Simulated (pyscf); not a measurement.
GeH₂ (SMILES [GeH2]) [singlet] + F–GeH₃ (SMILES [F][GeH3]) → F–GeH₂–GeH₃ (SMILES [F][GeH2][GeH3]), an insertion (singlet surface; Ge–H broken, Ge–Ge, Ge–H formed). Structures and frequencies: ωB97X-D3(BJ)/def2-SVP in PySCF. Correlated levels are frozen-core, on RHF or UHF. ΔMP2 is the change of the MP2 total energy from the triple- to the quadruple-zeta basis. Energies in eV from the separated reactants.

Small-basis levels: PySCF, no dispersion term, spherical d functions. AM1 to PM7: differences of heats of formation from MOPAC. Cost: rough CPU time at the saddle relative to B3LYP/6-31G*+LANL2DZ, from one job on a shared machine.

```json
[
 {"level": "HF/3-21G", "barrier": "…", "reaction energy": "-1.65", "cost": "0.2"},
 {"level": "MP2/6-31G*+LANL2DZ", "barrier": "0.42", "reaction energy": "-1.82", "cost": "0.2"},
 {"level": "PBE/6-31G*+LANL2DZ", "barrier": "-0.27", "reaction energy": "-2.11", "cost": "2"},
 {"level": "B3LYP/3-21G", "barrier": "-0.11", "reaction energy": "-2.05", "cost": "1"},
 {"level": "B3LYP/6-31G*+LANL2DZ", "barrier": "0.18", "reaction energy": "-1.83", "cost": "1"},
 {"level": "B3LYP/def2-SVP", "barrier": "-0.06", "reaction energy": "-1.83", "cost": "3"},
 {"level": "AM1", "barrier": "-0.19", "reaction energy": "-2.56", "cost": "under 0.02"},
 {"level": "PM3", "barrier": "-0.58", "reaction energy": "-2.62", "cost": "under 0.02"},
 {"level": "PM7", "barrier": "…", "reaction energy": "-3.12", "cost": "under 0.02"},
 {"level": "CCSD(T)/def2-TZVPP + ΔMP2(QZVPP)", "barrier": "…", "reaction energy": "-2.06", "cost": "–"}
]
```

Question: What belongs in the gaps?

Answer: 
- HF/3-21G, barrier: 0.70
- PM7, barrier: -0.25
- CCSD(T)/def2-TZVPP + ΔMP2(QZVPP), barrier: -0.22

Against the last row the barrier runs from -0.36 (PM3) to +0.92 eV (HF/3-21G). CCSD(T)/def2-TZVPP + ΔMP2(QZVPP) has limits of its own. On the reactant side the descent ends in an adduct with a Ge–Ge contact, 0.40 eV under the separated species and 0.07 eV under the saddle at ωB97X-D3(BJ)/def2-TZVP. At CCSD(T) the saddle lies under the separated reactants, which points to a path from their complex (located at ωB97X-D3(BJ) alone). What is counted as formed (Ge–Ge) is already present as a longer contact in the reactant adduct; forming that adduct is a step of its own. At ωB97X-D3(BJ) the barrier from the zero used here is -0.33 eV. This is the saddle that the search found; another between the same sides may lie lower. The CCSD(T) − MP2 part came from Ansatz, without density fitting, on the same reference. The frozen core leaves the outer d or s,p core shells of the metals and heavy elements correlated in the MP2 and CC values, and def2-TZVPP describes them poorly, which can shift differences by a few kcal/mol. In the def2 sets elements up to Kr have no core potential.
